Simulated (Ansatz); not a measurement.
The I1–I2 bond of I2 is stretched (multiplicity 1).


Cores are frozen in the correlated methods. Filled d and f shells under p-block atoms count as core.

Run with Ansatz (a quantum-chemistry and plane-wave program) with Gaussian orbitals. Values without a source in brackets are computed. In def2 rows elements past Kr take small-core potentials, without spin–orbit coupling.

Energies above the point at 2.695 Å (the B3LYP-D3(BJ) bond length), FIC-MRCISD+Q on CASSCF(14,8)/def2-TZVPP (kcal/mol): 13.37 at 2.425 Å; 5.58 at 2.964 Å; 39.59 at 10.779 Å.

Take the last value as the depth D of a Morse curve D(1 − e^(−a(R − R₀)))², fit a and R₀ to the two near points, and test it at 3.638 and 4.716 Å.


With D = 39.6, both near points (counted from the curve's value at 2.695 Å) are met by a = 1.72 Å⁻¹ and R₀ = 2.691 Å, so k = 2Da² = 235 kcal/(mol Å²). The curve then gives 25.6 and 37.2 kcal/mol; the level itself gives 29.1 and 39.0, so Morse is off by -3.5 and -1.8.
